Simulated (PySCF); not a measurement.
C₇H₄ClFO.
Structure used (PBE0-D3(BJ)/def2-SVP), in Å, numbered top down from 1:
```xyz
14
C7H4ClFO angstrom
O      1.5835    1.2515   -0.2088
C      0.9817    0.2411   -0.0532
F      1.6251   -0.9365   -0.0141
C     -0.4763    0.0883    0.1157
C     -1.0764   -1.1648    0.2827
C     -2.4538   -1.2654    0.4345
C     -3.2285   -0.1043    0.4193
Cl    -4.9395   -0.2258    0.6066
C     -2.6433    1.1540    0.2550
C     -1.2670    1.2443    0.1032
H     -0.4574   -2.0628    0.2920
H     -2.9356   -2.2354    0.5643
H     -3.2714    2.0458    0.2474
H     -0.7811    2.2133   -0.0277
```

Computed, not measured: TDDFT wB97X-D/def2-SVPD, vertical, gas phase, core orbitals frozen in the response in PySCF 2.14.0, density-fitted response routines.

Ground-to-excited transition dipoles (e·a0, same axes as the geometry; the sign carries no meaning), for the states with f of 0.002 or more among the lowest 10:

| state | E (eV) | μx | μy | μz |
| --- | --- | --- | --- | --- |
| S1 | 5.057 | 0.063 | -0.294 | 0.018 |
| S2 | 5.313 | -1.660 | -0.181 | 0.191 |
| S4 | 6.387 | 0.008 | -1.204 | 0.098 |
| S6 | 6.854 | -1.876 | -0.184 | 0.212 |
| S8 | 7.484 | 0.075 | 0.242 | -0.031 |
| S10 | 7.638 | 0.014 | 0.011 | 0.140 |

Task: What oscillator strength does each state have?

Result: f = (2/3) ΔE |μ|² with ΔE in hartree (27.2114 eV).

```
state  |μ|² (au)  |μ| (D)      f
   S1      0.091     0.77  0.011
   S2      2.824     4.27  0.368
   S4      1.460     3.07  0.228
   S6      3.600     4.82  0.605
   S8      0.065     0.65  0.012
  S10      0.020     0.36  0.004
```

Task: Label these states by symmetry in Cs.

Result: The ground state is totally symmetric, so the direction of μ fixes the label. Polarised normal to the mirror plane, so A″: S10. Polarised in the mirror plane, so A′: S1, S2, S4, S6 and S8.

Task: What angle do the transition dipoles of S4 and S8 make?

Result: |cos θ| = |μa·μb| / (|μa| |μb|) = 0.95, so θ ≈ 18° (taken between 0 and 90°, since the signs are arbitrary).

Task: How is the summed strength of these states shared among x, y and z?

Result: (2/3) Σ ΔE μα² gives 0.951 for x, 0.258 for y and 0.018 for z, 1.228 in all.

Task: What peak molar absorption coefficient would the strongest computed level give as a lone Gaussian band 0.4 eV wide at half height?

Result: ε(max) = 2.175×10⁸ f / FWHM, with the width in cm⁻¹. S6: 2.175×10⁸ × 0.6045 / 3226 ≈ 41000 L mol⁻¹ cm⁻¹.

All these states lie below the vertical ionisation energy of 9.74 eV (ΔSCF).

Time: 3.7 min (with the writing of density and orbital grids); peak memory 1.4 GiB. Hardware: an Arm Neoverse V1 with one thread, shared host with 32 logical CPUs at a one-minute load of 8.0.

One conformer stands for the species.
